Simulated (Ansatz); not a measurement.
AlF$_{2}$O (`[O][Al]([F])[F]`) radical, 4 atoms. Charge 0, multiplicity 2. All runs use 2 threads of a server CPU on a shared host. Correlated methods freeze the cores. Open-shell runs search over several starts.

**Question.** Give the basis size and wall time and peak host memory of each of these runs in Ansatz. UKS PBE0-D4/def2-SVP energy; UKS PBE0-D4/def2-QZVPP energy; UHF-CCSD(T)/def2-TZVPP energy; UHF-MP2/def2-QZVPP energy; UKS B3LYP-D4/def2-TZVPP energy and forces; UKS PBE0-D4/def2-TZVP relaxation (6 steps); UKS ωB97M-V/def2-QZVPP energy; UHF-CCSD(T)/def2-SVP energy; UKS PBE0-D4/def2-TZVP frequencies; direct RPA on PBE orbitals/def2-TZVPP energy; UKS BLYP-D4/def2-TZVPP energy; UKS SPW92/def2-TZVPP energy. (An estimate is asked.)

**Answer.** Computed: Other jobs shared the machine, so times are rough.

```json
{"level": "UKS PBE0-D4/def2-SVP", "job": "energy", "functions": "60", "wall time": "1 s", "peak host memory (GiB)": "0.15"}
{"level": "UKS SPW92/def2-TZVPP", "job": "energy", "functions": "135", "wall time": "1 s", "peak host memory (GiB)": "0.22"}
{"level": "UHF-CCSD(T)/def2-SVP", "job": "energy", "functions": "60", "wall time": "1.6 s", "peak host memory (GiB)": "0.22"}
{"level": "UKS BLYP-D4/def2-TZVPP", "job": "energy", "functions": "135", "wall time": "2.3 s", "peak host memory (GiB)": "0.23"}
{"level": "UKS B3LYP-D4/def2-TZVPP", "job": "energy and forces", "functions": "135", "wall time": "2.9 s", "peak host memory (GiB)": "0.39"}
{"level": "direct RPA on PBE orbitals/def2-TZVPP", "job": "energy", "functions": "135", "wall time": "3.8 s", "peak host memory (GiB)": "0.27"}
{"level": "UKS PBE0-D4/def2-QZVPP", "job": "energy", "functions": "241", "wall time": "7 s", "peak host memory (GiB)": "0.83"}
{"level": "UHF-CCSD(T)/def2-TZVPP", "job": "energy", "functions": "135", "wall time": "12 s", "peak host memory (GiB)": "1.2"}
{"level": "UHF-MP2/def2-QZVPP", "job": "energy", "functions": "241", "wall time": "15 s", "peak host memory (GiB)": "0.69"}
{"level": "UKS PBE0-D4/def2-TZVP", "job": "frequencies", "functions": "130", "wall time": "16 s", "peak host memory (GiB)": "0.37"}
{"level": "UKS ωB97M-V/def2-QZVPP", "job": "energy", "functions": "241", "wall time": "16 s", "peak host memory (GiB)": "1"}
{"level": "UKS PBE0-D4/def2-TZVP", "job": "relaxation (6 steps)", "functions": "130", "wall time": "19 s", "peak host memory (GiB)": "0.37"}
```

B3LYP here is the variant with VWN-RPA as its local correlation; programs differ in this.
